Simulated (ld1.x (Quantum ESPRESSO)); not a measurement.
platinum: excitation energies, all-electron against PAW

platinum, PAW, made with ld1.x (Quantum ESPRESSO) 7.5 (PBE, scalar-relativistic). Core [Xe], reference 4f14 5d9 6s1 6p0. Waves: 6s (bound): rcut 2.05, rcutus 2.80 bohr; 6s channel at 0.35 Ry: rcut 2.05, rcutus 2.80 bohr; 6p (bound, empty): rcut 3.05, rcutus 3.70 bohr; 6p channel at 4.05 Ry: rcut 3.05, rcutus 3.70 bohr; 5d (bound): rcut 1.15, rcutus 1.45 bohr; 5d channel at 0.85 Ry: rcut 1.15, rcutus 1.45 bohr; 4f (bound): rcut 0.60, rcutus 0.80 bohr; 4f channel at -4.45 Ry: rcut 0.60, rcutus 0.80 bohr. Local part: all-electron potential smoothed inside 2.75 bohr (lloc = -1). Core correction: Bessel-smoothed model core, default radius (core density twice the valence density). Augmentation charge: BESSEL, radius 0.60 bohr.

Energies are relative to the spin-unpolarised reference configuration 4f14 5d9 6s1 6p0; without spin polarisation the order of configurations can differ from experiment. Not all tests gave a result: test run stopped at test 4 of 7 (negative rho).

```json
{"valence configuration": "4f14 5d9 6s0 6p0", "charge": "+1", "ΔE all-electron (eV)": "9.194", "error AE − PS (meV)": "+2.6"}
{"valence configuration": "4f14 5d8 6s0 6p0", "charge": "+2", "ΔE all-electron (eV)": "29.160", "error AE − PS (meV)": "-27"}
{"valence configuration": "4f14 5d7 6s0 6p0", "charge": "+3", "ΔE all-electron (eV)": "61.376", "error AE − PS (meV)": "-191"}
```

The ghost test of this file was not conclusive.
